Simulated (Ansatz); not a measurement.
Reaction (formal exchange of groups at a Ge–Si bond): `[F][Ge]([F])([SiH3])[Cl]` + `C=C=CCl` → `[F][Ge]([F])([Cl])[Cl]` + `C=C=C[SiH3]`

Calculated with Ansatz (gas phase, PBE0-D4/def2-TZVP geometries, no zero-point term in ΔE). CCSD(T)/CBS adds triple-zeta CCSD(T) − MP2 to the extrapolated MP2 energy (def2 sets, frozen cores). DFT in def2-TZVPP. For Ge outer-core shells are correlated without core-valence functions, which leaves a few kJ/mol of doubt a bond. Scalar relativity is left out up to krypton.

```csv
level,ΔE (eV)
PBE-D4,-1.00
B97M-V,-1.27
PBE0-D4,-1.12
ωB97M-V,-1.23
PBE,-0.98
r2SCAN,-1.19
MP2/def2-TZVPP,-1.33
SCS-MP2/def2-TZVPP,-1.30
```

Q: What does CCSD(T)/CBS give? (An estimate is asked.)

A: Computed: -1.19 eV. The listed levels differ from it by 0.19, -0.08, 0.07, -0.04, 0.21, 0.00, -0.14, -0.11 eV.

Largest T1 diagnostic among the species: 0.012.

At CCSD(T), def2-SVP lies −0.09 eV from the extrapolated value and def2-TZVPP −0.05 eV. From r2SCAN to r2SCAN0 (25 % exact exchange), in def2-TZVPP and without D4, ΔE moves by −0.06 eV.
